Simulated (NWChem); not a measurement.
System: CH3ClO2Si; SMILES O=CO[SiH2]Cl

NWChem input:

```
start job
memory heap 200 mb stack 900 mb global 1100 mb
geometry units angstroms noautosym nocenter noautoz
  O      1.061597    -1.843386     0.392788
  C      0.218906    -1.899053    -0.453184
  O     -0.718909    -0.965844    -0.652419
  Si    -0.830358     0.409600     0.346965
  Cl     0.717687     1.697250    -0.042372
  H      0.105118    -2.730150    -1.179764
  H     -0.821008     0.011908     1.772649
  H     -2.100199     1.037611    -0.078502
end
basis spherical
  * library 6-311g**
end
dft
  xc b3lyp
  iterations 150
end
property
  shielding
end
task dft property
```

All runs use the structure optimised with PBE0/def2-SVP.

GIAO values for the isolated, static molecule; σ is the absolute isotropic shielding, δ = σ(reference) − σ with the isolated reference molecule computed at the same levels (13C: tetramethylsilane, 1H: tetramethylsilane, 17O: water).

Atoms are numbered as in the input.

### Question
Give the results of this calculation. (B3LYP/6-311G** (spherical d), GIAO.) Quantities: δ O1 (ppm); δ C2 (ppm); δ O3 (ppm); σ Cl5 (ppm); δ H6 (ppm); δ H7 (ppm); δ H8 (ppm).

### Answer
```yaml
"δ O1 (ppm)": 482.6
"δ C2 (ppm)": 160.8
"δ O3 (ppm)": 241.3
"σ Cl5 (ppm)": 892.9
"δ H6 (ppm)": 7.94
"δ H7 (ppm)": 5.86
"δ H8 (ppm)": 5.30
```
